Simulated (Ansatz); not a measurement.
A structure drawn as `[SiH3][Al]1[NH][GeH2]1`, with this starting geometry:

Cartesian coordinates in Å:
```
Si 2.353 -0.152 0.106
Al 0.062 -0.209 0.286
N -1.524 0.472 1.025
Ge -2.124 0.203 -0.799
H 3.018 -0.486 1.410
H 2.846 -1.178 -0.912
H 2.838 1.173 -0.349
H -1.964 -0.239 1.574
H -3.118 -1.055 -0.838
H -2.387 1.472 -1.502
```

Charge 0, multiplicity 1.

Q: Does it keep its bonds when Ansatz relaxes it at PBE-D4/def2-SVP and then PBE0-D4/def2-TZVP?

A: Yes, every drawn bond is still there and no new one forms.

Q: Give the relaxed structure. (An estimate is asked.)

A: Ansatz gave: 
Z-matrix (Å, degrees):
```
Si
Al 1 2.447
H 1 1.489 2 111.4
H 1 1.488 2 110.2 3 120.7
H 1 1.489 2 109.8 3 -120.3
N 2 1.750 1 140.8 3 12.2
Ge 2 2.366 1 166.3 3 -169.2
H 6 1.007 2 150.9 1 -0.4
H 7 1.548 2 126.4 1 -91.8
H 7 1.548 2 126.3 1 94.0
```
All modes are real.

Atoms count as bonded under 1.1 times the sum of their covalent radii (H–H under 0.85 Å, pairs among N, O and F under 1.55 Å), and a drawn bond as lost past 1.3 times.
